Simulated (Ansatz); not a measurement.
`CC[NH][GaH2]`. Charge 0, multiplicity 1.

```xyz
12

C    -1.506   -0.713    0.420
C     0.011   -0.752    0.334
N     0.615    0.560    0.310
Ga    1.563    1.323   -1.037
H    -1.831   -0.191    1.325
H    -1.925   -1.722    0.448
H    -1.927   -0.185   -0.439
H     0.310   -1.283   -0.575
H     0.404   -1.343    1.173
H     0.430    1.092    1.147
H     2.076    2.778   -0.801
H     1.781    0.437   -2.306
```

(1) List the harmonic frequencies (cm⁻¹, unscaled) at PBE0-D4/def2-TZVP in Ansatz. (Best estimate.)

(2) Is this a minimum?

(3) Give the ideal-gas thermochemistry at 298.15 K and 1 bar (rigid rotor, harmonic oscillator; point group C1, symmetry number 1).

## Answers

(1) Ansatz gave: 66, 194, 230, 279, 397, 499, 534, 608, 666, 727, 807, 934, 1085, 1118, 1171, 1290, 1367, 1398, 1424, 1480, 1482, 1500, 1994, 1999, 2998, 3040, 3066, 3114, 3124, 3603.

(2) Yes, all 30 modes are real.

(3) Zero-point energy 252.4 kJ/mol; H(298) − E = 272.0 kJ/mol; entropy 335.0 J/(mol·K), of which translation 168.1, rotation 109.3, vibration 57.6; G(298) − E = 172.1 kJ/mol. Modes under 100 cm⁻¹ are hindered rotations or soft bends, so the harmonic entropy is rough.
